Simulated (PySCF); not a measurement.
Computed shifts of a molecule C3H5FSi, PBE0/pcSseg-1 in PySCF, GIAO, gas phase, atoms alike by connectivity averaged where their shifts nearly agree, in ppm (number of nuclei): ¹⁹F: -201.1 (1). ¹³C: 228.2 (1), 139.6 (1), 105.7 (1). ²⁹Si: -66.8 (1). ¹H: 7.80 (1), 6.58 (1), 4.56 (3). References: ¹⁹F against CFCl3 (σ = 167.2 ppm); ¹³C against TMS (σ = 186.3 ppm); ²⁹Si against TMS (σ = 352.7 ppm); ¹H against TMS (σ = 31.56 ppm), references at their B3LYP-D3(BJ)/def2-TZVP geometries, non-relativistic. The structure is a stationary point at B3LYP-D3(BJ)/def2-SVP. Other conformers were not sampled.

### Question
Which molecule gave these data?
A) FC=C=C[SiH3]
B) CC#C[SiH2]F
C) C=C=C[SiH2]F
D) F[Si@@H]1C=CC1

### Answer
A, FC=C=C[SiH3]
